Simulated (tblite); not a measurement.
Compound: C₆H₉ClSi.
Numbering: `[CH2:1]=[C:2]([C:3]#[C:4][SiH2:5][CH3:6])[CH2:7][Cl:8]` (hydrogens: H9, H10 on C1; H11, H12 on Si5; H13, H14, H15 on C6; H16, H17 on C7)

Computed with GFN2-xTB (tblite), gas phase: L-BFGS steps from a force-field or distance-geometry start until the largest atomic force falls under 0.01 eV/Å.

Step 9: E = -642.6686 eV
```
atom  x, y, z in Å  |  force x, y, z in eV/Å
C1     -2.6484   -0.9684    0.9859    0.019  -0.023   0.008
C2     -2.0048   -0.3364    0.0025    0.027  -0.010   0.052
C3     -0.5906   -0.4044   -0.1044    0.010  -0.058   0.037
C4      0.6146   -0.5047   -0.1607   -0.007   0.030  -0.026
Si5     2.4592   -0.6680   -0.2629    0.011   0.013  -0.034
C6      3.2846    0.9532    0.2779   -0.014  -0.014  -0.010
C7     -2.7325    0.4738   -1.0279    0.051  -0.079   0.039
Cl8    -2.5253    2.2260   -0.7077    0.050   0.092   0.051
H9     -2.1147   -1.5551    1.7165   -0.035   0.058  -0.036
H10    -3.7220   -0.9237    1.0831    0.083   0.005  -0.025
H11     2.8944   -1.7582    0.6240   -0.075   0.014  -0.019
H12     2.8251   -0.9648   -1.6579   -0.059   0.000   0.043
H13     3.0399    1.2131    1.3021   -0.045  -0.015   0.066
H14     2.9856    1.7875   -0.3480   -0.026   0.021  -0.048
H15     4.3649    0.8644    0.2144    0.041   0.009  -0.011
H16    -2.3341    0.3010   -2.0272   -0.030  -0.030  -0.020
H17    -3.8029    0.2765   -0.9870   -0.001  -0.013  -0.066
```

Step 10: E = -642.6707 eV
```
atom  x, y, z in Å  |  force x, y, z in eV/Å
C1     -2.6458   -0.9696    0.9852    0.009   0.012  -0.006
C2     -2.0024   -0.3365    0.0022    0.038  -0.039   0.059
C3     -0.5886   -0.4070   -0.1046   -0.029  -0.032   0.033
C4      0.6163   -0.5022   -0.1635    0.033   0.026  -0.022
Si5     2.4609   -0.6659   -0.2638   -0.038  -0.008  -0.032
C6      3.2836    0.9557    0.2788   -0.014  -0.027  -0.012
C7     -2.7298    0.4748   -1.0284    0.052  -0.135   0.052
Cl8    -2.5184    2.2247   -0.7034    0.035   0.090   0.039
H9     -2.1153   -1.5532    1.7199   -0.020   0.047  -0.042
H10    -3.7189   -0.9221    1.0798    0.057  -0.001  -0.014
H11     2.8824   -1.7598    0.6252   -0.053   0.021  -0.025
H12     2.8156   -0.9662   -1.6608   -0.036   0.005   0.047
H13     3.0369    1.2138    1.3037   -0.031  -0.016   0.039
H14     2.9832    1.7890   -0.3484   -0.016   0.015  -0.033
H15     4.3638    0.8650    0.2143    0.038   0.028  -0.001
H16    -2.3305    0.2995   -2.0277   -0.044  -0.012  -0.004
H17    -3.8000    0.2720   -0.9855    0.019   0.024  -0.079
```

Step 11: E = -642.6724 eV
```
atom  x, y, z in Å  |  force x, y, z in eV/Å
C1     -2.6433   -0.9705    0.9846   -0.001   0.035  -0.007
C2     -1.9994   -0.3372    0.0028    0.036  -0.051   0.039
C3     -0.5868   -0.4101   -0.1041   -0.035  -0.007   0.027
C4      0.6180   -0.4993   -0.1664    0.047   0.023  -0.016
Si5     2.4617   -0.6641   -0.2652   -0.065  -0.014  -0.015
C6      3.2825    0.9577    0.2795   -0.009  -0.027  -0.012
C7     -2.7264    0.4736   -1.0280    0.044  -0.116   0.044
Cl8    -2.5113    2.2248   -0.6987    0.017   0.038   0.019
H9     -2.1161   -1.5508    1.7225    0.006   0.018  -0.022
H10    -3.7152   -0.9205    1.0764    0.005  -0.005  -0.002
H11     2.8703   -1.7608    0.6258   -0.030   0.021  -0.025
H12     2.8062   -0.9674   -1.6627   -0.009   0.005   0.031
H13     3.0337    1.2139    1.3056   -0.014  -0.018  -0.005
H14     2.9808    1.7905   -0.3493   -0.003  -0.001  -0.006
H15     4.3633    0.8660    0.2141    0.016   0.044   0.010
H16    -2.3282    0.2978   -2.0282   -0.041   0.004   0.014
H17    -3.7968    0.2684   -0.9857    0.037   0.052  -0.074
```

Step 12: E = -642.6734 eV
```
atom  x, y, z in Å  |  force x, y, z in eV/Å
C1     -2.6420   -0.9707    0.9845   -0.009   0.031   0.008
C2     -1.9971   -0.3384    0.0037    0.020  -0.045   0.010
C3     -0.5856   -0.4122   -0.1032   -0.016   0.005   0.022
C4      0.6192   -0.4971   -0.1684    0.030   0.022  -0.011
Si5     2.4611   -0.6632   -0.2663   -0.052  -0.005   0.001
C6      3.2818    0.9585    0.2797   -0.003  -0.019  -0.010
C7     -2.7235    0.4710   -1.0270    0.029  -0.048   0.022
Cl8    -2.5069    2.2256   -0.6956    0.007  -0.023   0.005
H9     -2.1165   -1.5490    1.7235    0.025  -0.006   0.003
H10    -3.7129   -0.9197    1.0744   -0.031  -0.004   0.004
H11     2.8627   -1.7610    0.6256   -0.016   0.014  -0.020
H12     2.8006   -0.9681   -1.6632    0.007   0.001   0.009
H13     3.0315    1.2136    1.3067   -0.003  -0.020  -0.035
H14     2.9793    1.7912   -0.3500    0.004  -0.016   0.012
H15     4.3633    0.8675    0.2142   -0.006   0.048   0.016
H16    -2.3276    0.2969   -2.0282   -0.023   0.007   0.018
H17    -3.7944    0.2672   -0.9874    0.039   0.057  -0.056
```

**Question.** Estimate the geometry and energy of step 13. (The exact step hangs on the optimiser's Hessian estimate; all steps are aligned on step 12, rigid shifts and turns removed.)

**Answer.** E = -642.6740 eV, largest force 0.065 eV/Å
```
atom  x, y, z in Å  |  force x, y, z in eV/Å
C1     -2.6416   -0.9703    0.9848   -0.014   0.015   0.025
C2     -1.9955   -0.3398    0.0043   -0.002  -0.030  -0.006
C3     -0.5849   -0.4133   -0.1023    0.002   0.006   0.018
C4      0.6198   -0.4955   -0.1696    0.003   0.022  -0.006
Si5     2.4599   -0.6629   -0.2669   -0.019   0.004   0.005
C6      3.2813    0.9583    0.2795    0.001  -0.010  -0.009
C7     -2.7214    0.4687   -1.0259    0.016   0.013   0.000
Cl8    -2.5046    2.2256   -0.6939    0.006  -0.056   0.000
H9     -2.1163   -1.5481    1.7238    0.027  -0.016   0.018
H10    -3.7123   -0.9194    1.0735   -0.040  -0.003   0.007
H11     2.8587   -1.7607    0.6250   -0.009   0.005  -0.012
H12     2.7980   -0.9683   -1.6631    0.014  -0.001  -0.005
H13     3.0303    1.2130    1.3066   -0.001  -0.020  -0.040
H14     2.9786    1.7913   -0.3501    0.003  -0.020   0.017
H15     4.3633    0.8692    0.2145   -0.015   0.041   0.016
H16    -2.3279    0.2965   -2.0280   -0.001   0.004   0.010
H17    -3.7925    0.2678   -0.9894    0.028   0.047  -0.036
```

The energy changes by -0.0006 eV. The first-order estimate −F·Δx gives -0.0008 eV and the mean of the old and new forces, exact on a quadratic surface, -0.0006 eV. The step makes an angle of 55° with the force vector and moves no atom by more than 0.004 Å.

What follows is the cost of the whole relaxation. The run took 0.44 s wall on one thread, Arm Neoverse V2 (aarch64), shared host.
